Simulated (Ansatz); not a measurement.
`[OH][Hf]([OH])([Cl])[Cl]`, relaxed with RKS PBE0-D4/def2-TZVP in Ansatz 0.2.0 from a GFN2-xTB geometry. The force threshold is 0.005 eV/Å; the program also tests the step.

The species carries charge 0 and has multiplicity 1. Hf takes the def2 core potential.

Start:

```xyz
7

O    -0.003    1.622    0.030
Hf    0.390   -0.183   -0.069
O    -1.240   -1.027    0.170
Cl    1.418   -0.443   -2.050
Cl    1.711   -1.046    1.531
H    -0.573    2.036   -0.626
H    -1.702   -0.959    1.013
```

```json
{"step": "1", "energy (eV)": "-30476.0921", "largest force (eV/Å)": "2.388", "largest move (Å)": "0.000"}
{"step": "2", "energy (eV)": "-30476.6541", "largest force (eV/Å)": "0.499", "largest move (Å)": "0.195"}
{"step": "3", "energy (eV)": "-30476.7441", "largest force (eV/Å)": "0.571", "largest move (Å)": "0.190"}
{"step": "4", "energy (eV)": "-30476.8542", "largest force (eV/Å)": "0.200", "largest move (Å)": "0.200"}
{"step": "5 (rejected)", "energy (eV)": "-30476.6570", "largest force (eV/Å)": "2.832", "largest move (Å)": "0.194"}
{"step": "6", "energy (eV)": "-30476.8789", "largest force (eV/Å)": "0.188", "largest move (Å)": "0.097"}
{"step": "7", "energy (eV)": "-30476.8994", "largest force (eV/Å)": "0.067", "largest move (Å)": "0.100"}
{"step": "8", "energy (eV)": "-30476.9122", "largest force (eV/Å)": "0.090", "largest move (Å)": "0.150"}
{"step": "9", "energy (eV)": "-30476.9132", "largest force (eV/Å)": "0.013", "largest move (Å)": "0.031"}
{"step": "10", "energy (eV)": "-30476.9132", "largest force (eV/Å)": "0.003", "largest move (Å)": "0.006"}
```

End:

```xyz
7

O     0.039    1.690   -0.139
Hf    0.372   -0.176   -0.061
O    -1.217   -1.131    0.333
Cl    1.197   -0.892   -2.150
Cl    1.958   -0.599    1.631
H    -0.271    2.590   -0.150
H    -2.078   -1.482    0.537
```

Run time 39 s (4 threads of an Arm Neoverse V1 on a shared host); peak host memory 0.55 GiB.
